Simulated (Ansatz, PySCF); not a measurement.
The pair A = CH4 (SMILES C) (first 5 atoms), B = SiH4 (SMILES [SiH4]); geometry from B3LYP-D3(BJ)/def2-TZVP.
(charge 0, multiplicity 1):
```xyz
10

C      0.089    -0.043    -0.041
H     -0.953     0.053     0.262
H      0.504    -0.963     0.369
H      0.150    -0.070    -1.128
H      0.655     0.809     0.333
Si    -0.088     0.043     3.740
H      0.440    -1.268     3.302
H     -1.442     0.244     3.178
H      0.809     1.121     3.268
H     -0.160     0.075     5.219
```

Cores are frozen in the correlated methods. CBS: X⁻³ extrapolation of the correlation energy, Hartree–Fock from the larger set. MP2 and its Hartree–Fock in aug-cc-pV(T+d)Z are density fitted.

Programs: Ansatz (Gaussian basis) for Hartree–Fock, density functionals and correlated methods; PySCF for the dispersion terms. Each number belongs to the level named beside it.

The monomers are drawn apart, rigid, along the line of their centres of mass. Counterpoise-corrected interaction energies (kcal/mol):

```
level                                                                 R = 5.301 Å  R = 6.815 Å
--------------------------------------------------------------------  -----------  -----------
PBE-D3(BJ)/def2-TZVPPD                                                    -0.2426      -0.0412
wB97M-V/def2-TZVPPD                                                       -0.1825      -0.0352
MP2/CBS(aug-cc-pV(D+d)Z, aug-cc-pV(T+d)Z) + ΔCCSD(T)/aug-cc-pV(D+d)Z      -0.1717      -0.0340
```

Problem. R is the distance of the centres of mass. Find the local exponent m of E ∝ R⁻ᵐ between the two points.

Solution. 
m = ln(E₁/E₂)/ln(R₂/R₁): PBE-D3(BJ)/def2-TZVPPD 7.1; wB97M-V/def2-TZVPPD 6.5; MP2/CBS(aug-cc-pV(D+d)Z, aug-cc-pV(T+d)Z) + ΔCCSD(T)/aug-cc-pV(D+d)Z 6.4. For scale, two fixed dipoles give m = 3, dipole and quadrupole 4, quadrupoles 5, and dispersion or dipole-induced dipole 6 at long range; at these distances several terms mix, and what is left of overlap and damping shifts m, so it need not match one of them.

Ansatz is an electronic-structure program.
